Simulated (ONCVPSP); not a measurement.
## Reading a pseudo-wave (beryllium (Be))

Columns: radius, all-electron u(r) and pseudo u(r) of the 2s shell (level -7.43 eV) of beryllium in the configuration [He] 2s1.75; Wu-Cohen, scalar-relativistic, ONCV scheme, ONCVPSP 4.0.1.

```tsv
r (bohr)	all-electron	pseudo
0.075	-0.1677	0.0186
0.150	-0.2434	0.0370
0.225	-0.2594	0.0555
0.300	-0.2373	0.0750
0.375	-0.1915	0.0969
0.450	-0.1317	0.1222
0.525	-0.0644	0.1510
0.600	0.0058	0.1822
0.675	0.0759	0.2148
0.750	0.1438	0.2478
0.825	0.2083	0.2811
0.900	0.2686	0.3153
0.975	0.3242	0.3510
1.050	0.3751	0.3886
1.125	0.4214	0.4270
1.200	0.4631	0.4649
1.275	0.5001	0.5005
1.350	0.5324	0.5324
1.425	0.5602	0.5602
1.500	0.5838	0.5838
1.575	0.6033	0.6033
1.650	0.6190	0.6190
1.725	0.6313	0.6313
1.800	0.6403	0.6403
1.875	0.6464	0.6464
1.950	0.6497	0.6497
```

(1) How many radial nodes do the two functions have?

(2) At about which radius was the pseudo-wave matched?

(3) Is the pseudo-wave norm-conserving?

## Answers

(1) The all-electron 2s function has n − l − 1 = 1; the pseudo-wave has 0, since the states of the same l below it are removed with the core.

(2) 1.50 bohr. The columns agree to 0.0005 from 1.27 bohr on; several derivatives are matched, so the curves merge somewhat inside the radius.

(3) Yes: the ONCV scheme keeps the norm inside the radius equal to the all-electron one, which fixes the energy derivative of the logarithmic derivative at the level.
